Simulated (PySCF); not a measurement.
Magnetisability: `C=C(C)[C@H](F)CCCl`, C6H10ClF

Geometry (Å), atoms numbered from 1 in this order:
```xyz
18

C    -1.9362   -1.1383   -0.6023
C    -1.2335   -0.0587   -0.3037
C    -1.8263    1.1815    0.2899
C     0.2561    0.0062   -0.5384
F     0.6221   -0.8213   -1.5870
C     1.0411   -0.4344    0.7016
C     2.5274   -0.1449    0.5701
Cl    2.8334    1.6142    0.6355
H    -1.4771   -2.0051   -1.0446
H    -2.9983   -1.1847   -0.4356
H    -1.7881    1.9952   -0.4338
H    -1.2660    1.4950    1.1694
H    -2.8618    1.0159    0.5720
H     0.5551    1.0188   -0.8383
H     0.6379    0.0685    1.5807
H     0.9020   -1.5111    0.8223
H     2.9122   -0.5008   -0.3856
H     3.0913   -0.5895    1.3894
```

The calculation used PySCF, GIAO B3LYP/pcSseg-1 magnetisability, rotational g tensor and spin-rotation constants, non-relativistic, gas phase. Geometry: GFN2-xTB.

**Question.** What are the magnetisability and the molar susceptibility?

**Answer.** Isotropic -1441 × 10⁻³⁰ J/T², or -86.8 × 10⁻⁶ cm³/mol; principal values -1508, -1483, -1333 × 10⁻³⁰ J/T², anisotropy 164 × 10⁻³⁰ J/T² (root of half the summed squared differences of the principal values). The susceptibility is in cgs units.

**Question.** Split it along the inertial axes a, b, c into diamagnetic and paramagnetic parts about the centre of mass, with the quadrupole moment.

**Answer.** 
```csv
axis,χ (10⁻⁶ cm³/mol),diamagnetic (10⁻⁶ cm³/mol),paramagnetic (10⁻⁶ cm³/mol),summed x² of all electrons (Å²),quadrupole Θ (D Å)
a,-82.0,-534.3,452.3,292.7,-2.96
b,-87.7,-1401.9,1314.2,88.2,+1.42
c,-90.7,-1615.6,1524.9,37.8,+1.54
```
Anisotropies 2χaa − χbb − χcc = +14.3 and 2χbb − χaa − χcc = -2.6 × 10⁻⁶ cm³/mol. Θ is traceless in Buckingham's convention.

**Question.** And the rotational g tensor?

**Answer.** 
| axis | rotational constant (GHz) | g | nuclear part | electronic part |
| --- | --- | --- | --- | --- |
| a | 2.8808 | -0.0235 | 0.5886 | -0.6121 |
| b | 0.8944 | -0.0060 | 0.5462 | -0.5522 |
| c | 0.7705 | -0.0041 | 0.5478 | -0.5519 |

Asymmetric top; isotopes 12C, 35Cl, 19F, 1H; no vibrational averaging.
